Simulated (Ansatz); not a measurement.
CH8AsNSi can be A, `C[AsH]N[SiH3]`, or B, `CN[SiH2][AsH2]`.

Program: Ansatz. Geometries: PBE0-D4/def2-TZVP. ΔE: electronic, gas phase. CBS: MP2 limit from def2 TZ/QZ plus the TZ coupled-cluster correction, frozen cores. DFT in def2-TZVPP. B3LYP here is the variant with VWN-RPA as its local correlation; programs differ in this. For As outer-core shells are correlated without core-valence functions, which leaves a few kJ/mol of doubt a bond. Scalar relativity is left out up to krypton. One conformer a species, not always the lowest.

A:

```xyz
12

C    -1.274    1.486    0.385
As    0.659    1.301    0.658
N     1.018    0.038   -0.654
Si    0.636   -1.635   -0.525
H    -1.702    2.010    1.242
H    -1.439    2.082   -0.513
H    -1.757    0.516    0.273
H     0.523    0.321    1.829
H     1.816    0.299   -1.211
H     0.929   -2.298   -1.825
H     1.398   -2.346    0.543
H    -0.808   -1.774   -0.201
```

B:

Z-matrix (Å, degrees):
```
C
N 1 1.448
H 1 1.094 2 110.8
H 1 1.093 2 109.4 3 -117.8
H 1 1.098 2 113.7 3 122.0
Si 2 1.715 1 123.2 3 153.3
H 2 1.007 1 113.9 3 -53.0
As 6 2.360 2 111.7 1 -171.7
H 6 1.489 2 107.7 1 -51.1
H 6 1.497 2 115.4 1 67.8
H 8 1.522 6 92.6 2 38.5
H 8 1.524 6 91.7 2 -54.1
```

(1) Which is lower in electronic energy at CCSD(T)/CBS, and by how much? (An estimate is asked.)

(2) Give E(B) − E(A) in kcal/mol with PBE-D4, B2PLYP, HF/def2-TZVPP, CCSD(T)/def2-SVP, B3LYP-D4, r2SCAN-D4, ωB97M-V. (Estimate.)

(3) Does the order hold for the free energy at 298.15 K (harmonic terms from PBE0-D4)? (Estimate.)

Largest T1 diagnostic: 0.011.

Answers

(1) Ansatz gave: A, by 0.5 kcal/mol.

(2) Ansatz gave: PBE-D4 -2.3, B2PLYP 0.7, HF/def2-TZVPP 1.0, CCSD(T)/def2-SVP -3.1, B3LYP-D4 -0.1, r2SCAN-D4 -1.1, ωB97M-V 0.3. The order is the other way round with PBE-D4, CCSD(T)/def2-SVP, r2SCAN-D4.

(3) Computed: Yes: G(B) − G(A) = +0.9 kcal/mol, for one conformer each.

The D4 term adds +0.8 kcal/mol with B3LYP and +0.4 kcal/mol with PBE0; it sums over pairs of atoms, weighted by their polarisabilities, and B3LYP, whose exchange is more repulsive, gets the larger term. At CCSD(T), def2-SVP lies −3.6 kcal/mol from the extrapolated value and def2-TZVPP +1.0 kcal/mol.
